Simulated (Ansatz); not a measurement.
The cluster MoSe₂, relaxed as a singlet with RKS B3LYP-D4/def2-TZVP in Ansatz, starting from the GFN2-xTB geometry. Force threshold 0.02 eV/Å.

In the def2 sets Mo takes a core potential; there is no spin–orbit coupling. The restricted singlet is unstable towards broken spin symmetry at other levels; at B3LYP-D4/def2-TZVP this wasn't settled. The relaxation made no stability test and no search for a lower SCF solution. At B3LYP-D4/def2-TZVP a triplet of charge 0 lies 0.70 eV below the restricted singlet, each at its own geometry. The structure comes from a short search, and lower isomers may exist.

Start:

```tsv
atom	x (Å)	y (Å)	z (Å)
Mo1	0.3758	-0.0903	0.6164
Se2	1.4336	0.5976	-1.2158
Se3	-1.8094	-0.5074	0.5995
```

(1) Estimate the energy that the relaxation releases and the steps that it takes.

(2) Does the start keep its bonding and symmetry?

(3) Predict the relaxed structure.

Answers

(1) 0.15 eV, in 5 steps; 13 s on 4 threads of Arm Neoverse V1 on a shared host. No frequencies were taken in this run, so the end may be a saddle point.

(2) By distances, no bond broke or formed. The bond that changes most is Mo1–Se2, from 2.22 to 2.23 Å (atoms count from 1). Point group C2v at the start, C2v at the end, both within 0.05 Å.

(3) 
```csv
atom,x (Å),y (Å),z (Å)
Mo1,0.4513,-0.1084,0.7403
Se2,1.2795,0.5670,-1.2127
Se3,-1.7308,-0.4586,0.4723
```
Bond lengths: 2 × Mo–Se 2.23 Å.
